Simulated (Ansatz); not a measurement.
Rh₃. Total charge 0; sextet. Geometry r2SCAN-D4/def2-TZVP; atoms count from 1.

```xyz
3

Rh   -0.655   -0.864    0.956
Rh   -0.505    1.234   -0.323
Rh    1.160   -0.370   -0.633
```

In the def2 sets Rh takes a core potential; there is no spin–orbit coupling. The structure comes from a short search, and lower isomers may exist.

(1) Estimate the Mulliken populations from the PBE0/def2-TZVP orbitals of Ansatz.

(2) Where does the spin sit?

(3) And the Mayer bond orders between bonded heavy atoms (over 0.3)?

Answers

(1) 
```json
{"atom": "Rh1", "charge (e)": "-0.01", "spin (α − β)": "1.68", "d electrons": "8.19"}
{"atom": "Rh2", "charge (e)": "0.01", "spin (α − β)": "1.66", "d electrons": "8.12"}
{"atom": "Rh3", "charge (e)": "0.01", "spin (α − β)": "1.66", "d electrons": "8.12"}
```
Mulliken values and Mayer orders depend strongly on the basis.

(2) Summed by element: Rh 5.00, of 5 unpaired in all. Largest on single atoms: Rh1 1.68, Rh3 1.66, Rh2 1.66.

(3) Rh1–Rh2 1.08 (2.46 Å); Rh1–Rh3 1.08 (2.46 Å); Rh2–Rh3 1.29 (2.33 Å).
